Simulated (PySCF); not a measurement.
System: C7H15 (charge 0, doublet). It need not be the lowest isomer of its formula. 
Geometry from a B3LYP-D3(BJ)/def2-TZVP (Ansatz) optimisation:
SMILES: C[CH]C(CC)CC
```xyz
22

C     -1.8290    -1.9364     0.4876
C     -1.0316    -0.7558     0.9083
C     -0.4704     0.2085    -0.0837
C      0.1209     1.4397     0.6179
C      0.6340     2.5247    -0.3238
C      0.5222    -0.4780    -1.0582
C      1.7936    -1.0031    -0.3976
H     -2.4551    -2.3123     1.2991
H     -1.1949    -2.7769     0.1655
H     -2.4771    -1.7004    -0.3627
H     -0.7294    -0.6742     1.9459
H     -1.3020     0.5585    -0.7158
H     -0.6547     1.8602     1.2641
H      0.9266     1.1213     1.2860
H      1.4897     2.1853    -0.9097
H     -0.1438     2.8367    -1.0256
H      0.9498     3.4078     0.2346
H      0.0006    -1.3047    -1.5470
H      0.7817     0.2240    -1.8545
H      2.3918    -0.1952     0.0275
H      1.5593    -1.6997     0.4102
H      2.4193    -1.5281    -1.1214
```
Charge 0, spin multiplicity 2.

Dispersion corrections to the total energy (kcal/mol) from the dftd3 and dftd4 libraries through PySCF: D3(BJ) without and D4 with the three-body term, each with the damping fitted for the functional named.

```json
[
 {"functional": "PBE0", "D3(BJ)": "-10.39", "D4": "-9.57"},
 {"functional": "B3LYP", "D3(BJ)": "-19.84", "D4": "-17.64"},
 {"functional": "BHLYP", "D3(BJ)": "-14.95", "D4": "-12.21"},
 {"functional": "PW6B95", "D3(BJ)": "[?]", "D4": "-9.30"},
 {"functional": "CAM-B3LYP", "D3(BJ)": "-9.11", "D4": "[?]"},
 {"functional": "B2GP-PLYP", "D3(BJ)": "-6.21", "D4": "-4.83"},
 {"functional": "BLYP", "D3(BJ)": "-24.36", "D4": "[?]"}
]
```

Task: Fill in the missing entries.

Result: 
- PW6B95, D3(BJ): -5.70
- CAM-B3LYP, D4: -9.58
- BLYP, D4: -24.51
